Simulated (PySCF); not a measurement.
**C5H7Cl2O: g tensor and hyperfine couplings**

Compound: C₅H₇Cl₂O (doublet state).
Structure used (GFN2-xTB), in Å, numbered top down from 1:
```
atom  x, y, z in Å
C1     2.8371    0.1621   -0.2248
C2     1.4287   -0.0483    0.0237
C3     0.3132   -0.4872   -0.4697
C4    -0.9955   -0.4874    0.2584
Cl5   -1.4108   -2.1743    0.7266
Cl6   -0.8751    0.4823    1.7568
C7    -2.1544    0.0674   -0.5779
O8    -1.9077    1.3735   -1.0005
H9     3.0769    1.2219   -0.1339
H10    3.1266   -0.1736   -1.2285
H11    3.4289   -0.3885    0.5070
H12    0.2266   -0.9248   -1.4698
H13   -3.0812   -0.0034    0.0088
H14   -2.2652   -0.5358   -1.4826
H15   -1.7525    1.9241   -0.2212
```

The hyperfine couplings belong to this conformer and change with its torsions.

The species is `ClC(/C=[C]/C)(Cl)CO` [radical].

Level of theory: UKS B3LYP, pcH-1 on C Cl H O, non-relativistic, mean-field spin-orbit, GIAO in PySCF 2.14.0. Geometry: GFN2-xTB, one conformer, isolated molecule. The geometry wasn't refined by DFT: couplings that depend on bond lengths, twists or pyramidal angles can differ widely from those at the functional's own minimum. No stability test was run, so a lower SCF solution isn't excluded.

* g1, g2, g3: 2.00179, 2.00237, 2.00454
* g_iso: 2.00290
* Form of g: rhombic: the two nearest values differ by 21 % of g3 − g1
* ⟨S²⟩: 0.7588 (exact 0.7500)
* Basis functions: 290

Isotropic coupling and dipolar principal values T1 to T3, in MHz; ρ(0) is the spin density at the nucleus:

```csv
atom,isotope,a_iso,of which spin–orbit,T1,T2,T3,Mulliken spin population,ρ(0) (bohr⁻³)
C1,13C,6.2,0.0,-4.0,-3.8,7.7,-0.05,0.0055
C2,13C,260.6,-0.1,-84.6,-63.9,148.4,1.00,0.2320
C3,13C,-23.3,0.0,-18.5,0.6,17.9,-0.16,-0.0207
C4,13C,74.8,0.0,-4.3,-3.9,8.2,0.04,0.0666
Cl5,35Cl,-2.8,0.0,-2.3,0.8,1.5,0.00,-0.0063
Cl6,35Cl,5.8,0.0,-4.1,-3.3,7.3,0.01,0.0133
C7,13C,-2.7,0.0,-0.5,-0.2,0.8,0.00,-0.0024
O8,17O,0.4,0.0,-0.4,0.1,0.3,0.00,-0.0007
H9,1H,33.0,0.0,-6.5,-5.4,11.9,0.01,0.0074
H10,1H,150.6,0.0,-5.6,-1.9,7.5,0.08,0.0337
H11,1H,29.1,0.0,-6.5,-5.3,11.8,0.01,0.0065
H12,1H,140.1,0.0,-5.2,-1.8,7.0,0.08,0.0313
H13,1H,0.9,0.0,-1.1,-0.6,1.6,0.00,0.0002
H14,1H,-0.2,0.0,-1.4,-0.7,2.1,0.00,0.0000
H15,1H,0.0,0.0,-1.4,-1.2,2.6,0.00,0.0000
```

Largest spin populations (Mulliken): C2 (+1.00), C3 (-0.16), H12 (+0.08) and H10 (+0.08). C2 is the only atom above +0.15. The positive populations add up to 1.22 and the negative ones to -0.22, together 2S = 1.

Under fast tumbling the dipolar parts average out, and these isotropic splittings remain: 1 × 1H (H12, I = 1/2, 2 lines) with 5.00 mT, 3 × 1H (H9/H10/H11, I = 1/2, 4 lines) with 2.53 mT and 2 × 35Cl (Cl5/Cl6, I = 3/2, 7 lines) with 0.05 mT.

Nuclei that the bonding pattern makes equivalent are averaged, as if the motion that swaps them (rotation, inversion, ring flip) were fast. The three 1H nuclei of mean +70.9 MHz run from 29.1 to 150.6 MHz in the frozen geometry. The 35Cl value of +1.5 MHz is a mean of couplings from -2.8 to 5.8 MHz in this one geometry, not an average over conformers.

Main isotope only: 35Cl (natural samples also hold 24 % 37Cl, magnetic too, which adds its own pattern).

The 13C coupling of C2 (260.6 MHz) shows only in satellite lines or after enrichment, since that isotope makes up about 1.07 % of natural carbon.

β density exceeds α density at some nuclei, such as C3 (-0.0207) and C7 (-0.0024), spin density in bohr⁻³. In a single determinant that takes different orbitals for the two spins, that is spin polarisation.
